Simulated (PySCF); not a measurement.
**`CO[C@H](F)CCO`, C₄H₉FO₂**

Cartesian coordinates in Å; atom numbers follow the order of the lines, from 1:
```xyz
16

C    -2.072    1.161    0.123
O    -0.827    0.741    0.653
C    -0.527   -0.579    0.439
F    -1.371   -1.376    1.209
C     0.918   -0.840    0.849
C     1.887   -0.458   -0.272
O     1.604    0.791   -0.847
H    -2.897    0.609    0.579
H    -2.161    2.218    0.361
H    -2.093    1.020   -0.963
H    -0.723   -0.891   -0.603
H     1.115   -0.245    1.743
H     1.031   -1.895    1.096
H     2.914   -0.476    0.125
H     1.824   -1.180   -1.091
H     1.370    1.410   -0.145
```

Computed with GIAO LC-wPBE/6-31G magnetisability, rotational g tensor and spin-rotation constants, non-relativistic, gas phase (PySCF). Geometry: GFN2-xTB.

(1) Give the nuclear spin-rotation constants along the inertial axes (H = +C I·J) beside the isotropic shieldings.

Results:

(1) Rotational constants 3.7341, 1.9294, 1.3740 GHz. A star marks the isotopologue with that one atom substituted, in its own axes.
| atom | isotope | Caa (kHz) | Cbb (kHz) | Ccc (kHz) | mean (kHz) | σ (ppm) |
| --- | --- | --- | --- | --- | --- | --- |
| F4 | 19F | 2.678 | 1.279 | 1.173 | 1.710 | 341.8 |
| H8 | 1H | 0.004 | -0.128 | -0.149 | -0.091 | 29.0 |
| H9 | 1H | -0.412 | -0.024 | -0.075 | -0.170 | 29.1 |
| H10 | 1H | -0.402 | -0.177 | 0.020 | -0.186 | 29.5 |
| H11 | 1H | -0.386 | -0.199 | 0.078 | -0.169 | 27.5 |
| H12 | 1H | -0.452 | -0.235 | 0.045 | -0.214 | 31.0 |
| H13 | 1H | -0.439 | 0.043 | -0.165 | -0.187 | 31.2 |
| H14 | 1H | -0.036 | -0.203 | -0.078 | -0.105 | 29.2 |
| H15 | 1H | -0.346 | -0.220 | 0.048 | -0.173 | 29.1 |
| H16 | 1H | -0.435 | -0.226 | -0.066 | -0.243 | 33.0 |
| C1 | 13C* | 0.566 | 0.330 | 0.235 | 0.377 | 152.0 |
| O2 | 17O* | -0.377 | -0.200 | -0.137 | -0.238 | 272.6 |
| C3 | 13C* | 0.930 | 0.462 | 0.374 | 0.589 | 93.6 |
| C5 | 13C* | 0.495 | 0.269 | 0.224 | 0.330 | 166.5 |
| C6 | 13C* | 0.696 | 0.238 | 0.267 | 0.400 | 150.3 |
| O7 | 17O* | -0.235 | -0.219 | -0.054 | -0.170 | 308.0 |

For the geometry as given, no vibrational averaging.
